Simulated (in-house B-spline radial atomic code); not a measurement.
Ionising P VII (P6+) with different functionals

Computed with a B-spline radial code for spherical atoms: four-component Dirac-Coulomb Hamiltonian, Fermi nucleus of rms radius 3.1889 fm, spin-restricted, spherical fractional occupations for the functionals. The ionisation energy is the difference of two self-consistent energies, [He] 2s2 2p5 → [He] 2s2 2p4, without Breit or QED terms; ε is the level of the shell that loses the electron (mean over j). The electron is taken from both j subshells in proportion to 2j + 1, so the result is a j average, not the step between ground levels.

Hybrids are left out here: with spherical fractional occupations of an open shell their exact exchange keeps a self-interaction that integer-occupation calculations don't have.

```json
{"method": "LDA VWN5", "rung": "LDA", "ΔSCF (eV)": "267.62", "-ε(2p) (eV)": "244.23"}
{"method": "relativistic LDA", "rung": "LDA", "ΔSCF (eV)": "267.55", "-ε(2p) (eV)": "244.17"}
{"method": "LDA PW92", "rung": "LDA", "ΔSCF (eV)": "267.61", "-ε(2p) (eV)": "244.22"}
{"method": "LDA exchange-only", "rung": "LDA", "ΔSCF (eV)": "265.26", "-ε(2p) (eV)": "241.89"}
{"method": "PBE", "rung": "GGA", "ΔSCF (eV)": "267.71", "-ε(2p) (eV)": "244.30"}
{"method": "PBEsol", "rung": "GGA", "ΔSCF (eV)": "267.41", "-ε(2p) (eV)": "244.02"}
{"method": "BLYP", "rung": "GGA", "ΔSCF (eV)": "267.84", "-ε(2p) (eV)": "244.41"}
{"method": "RPBE", "rung": "GGA", "ΔSCF (eV)": "267.65", "-ε(2p) (eV)": "244.25"}
{"method": "PW91", "rung": "GGA", "ΔSCF (eV)": "268.00", "-ε(2p) (eV)": "244.58"}
{"method": "BP86", "rung": "GGA", "ΔSCF (eV)": "?", "-ε(2p) (eV)": "?"}
{"method": "AM05", "rung": "GGA", "ΔSCF (eV)": "267.32", "-ε(2p) (eV)": "243.94"}
{"method": "OLYP", "rung": "GGA", "ΔSCF (eV)": "?", "-ε(2p) (eV)": "?"}
```

Question: What does OLYP give?

Answer: ΔSCF 268.41 eV, and -ε(2p) = 245.02 eV.

Question: What does BP86 give?

Answer: ΔSCF 267.88 eV, and -ε(2p) = 244.46 eV.

Question: How do they compare with the NIST value?

Answer: NIST lists 263.57 eV ± 0.06 (semi-empirical, ground level to ground level). Errors run from +1.69 to +4.84 eV. The correlated functionals all miss on the same side by more than they spread, so the cause is common to them (Breit-QED terms, spin polarisation, the choice among j levels, multiplet and fine-structure energies, or a listed next ion that isn't the cheapest removal here) and closeness doesn't rank the functionals.
